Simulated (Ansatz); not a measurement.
Species: sum formula H$_{6}$SiN$_{3}$O, net charge -1, singlet state. It need not be the lowest isomer of its formula. Whether it binds its extra electron was not tested at this geometry. 
Coordinates optimised at B3LYP-D3(BJ)/def2-TZVP (Ansatz, a program for electronic structure):
```xyz
11

N      1.4162    -0.2241     0.9531
Si     0.0262     0.1092    -0.1200
N     -0.4495    -1.5319    -0.6445
N     -1.2629     0.5225     1.0471
O      0.2753     1.1466    -1.2602
H      1.7607    -1.1678     0.8293
H      2.1791     0.4156     0.7668
H     -1.4049    -1.7408    -0.3837
H     -0.3703    -1.6281    -1.6496
H     -1.7783     1.3396     0.7431
H     -0.8824     0.7150     1.9651
```
Charge -1, spin multiplicity 1.

Total electronic energies in hartree. Cores are frozen in the correlated levels unless marked. Spin-orbit coupling is left out. Non-relativistic. CBS(X,Y): correlation extrapolated as X^-3; Hartree-Fock from the larger set.

```tsv
level	program	energy (Eh)
HF/aug-cc-pV(D+d)Z	Ansatz	-530.82467
RI-HF/cc-pV(T+d)Z	Ansatz	-530.89294
SVWN5/def2-TZVPD	Ansatz	-529.84530
PBE0/def2-SVP	Ansatz	-532.04736
PBE0-D3(BJ)/def2-TZVPD	Ansatz + dftd3	-532.49132
r2SCANh-D4/def2-TZVPD	Ansatz + dftd4	-532.71374
r2SCAN0/def2-TZVPD	Ansatz	-532.68717
CAM-B3LYP-D3(BJ)/def2-TZVPD	Ansatz + dftd3	-532.80511
MP2/cc-pVTZ	Ansatz	-531.90959
SCS-MP2/cc-pVTZ	Ansatz	-531.89355
SCS-MP2/cc-pwCVTZ	Ansatz	-531.92288
CCSD/6-31G*	Ansatz	-531.52985
CCSD(T)/cc-pV(T+d)Z	Ansatz	-531.98146
CCSD(T)/cc-pV(Q+d)Z	Ansatz	-532.08404
CCSD(T)/CBS(aug-cc-pV(T+d)Z,aug-cc-pV(Q+d)Z)	Ansatz	-532.1407
```

Totals of different functionals don't rank their quality; only differences between species are comparable.
